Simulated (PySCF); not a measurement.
H2OSi, triplet, geometry from GFN2-xTB (a higher spin typed on purpose: for a closed-shell molecule this is an excited state). Base run: SVWN5/6-31G (PySCF).

PySCF was given this input:
```python
from pyscf import gto, scf, dft

mol = gto.Mole()
mol.atom = '''
    Si    0.06957115   -0.44374148    0.00392664
    O    -0.17058125    1.08800809   -0.00962772
    H    -0.99443389   -1.43247912   -0.00059018
    H     1.38508776   -1.05920486    0.02263895
'''
mol.basis = '6-31g'
mol.spin = 2
mol.verbose = 4
mol.build()

mf = dft.UKS(mol)
mf.xc = 'lda,vwn'
mf.kernel()
mf.analyze()
```

Each row names what was changed in the base input (with any setting that the change needs).

```tsv
change	ΔE vs base (mEh)	fitting functions	dipole (D)
base	0.000	-	2.28
auxbasis = cc-pvdz-jkfit	-0.019	228	2.28
auxbasis = def2-tzvp-ri	-18.661	219	2.28
auxbasis = autoaux	-1.064	218	2.27
auxbasis = def2-universal-jkfit	-0.044	241	2.28
auxbasis = cc-pvtz-ri	-13.498	263	2.28
auxbasis = def2-universal-jfit	-0.070	122	2.28
auxbasis = even-tempered beta=1.6	-1.030	317	2.27
auxbasis = cc-pvqz-jkfit	-0.012	356	2.28
auxbasis = default (with mf = mf.density_fit())	-0.019	228	2.28
```

A fitting set is made for a task (jfit for Coulomb, jkfit for Coulomb and exchange, ri for correlation) and for a family of orbital bases.

Open shells are given as the SCF converged; they aren't shown to be the lowest states, and a large step between rows can be another state.
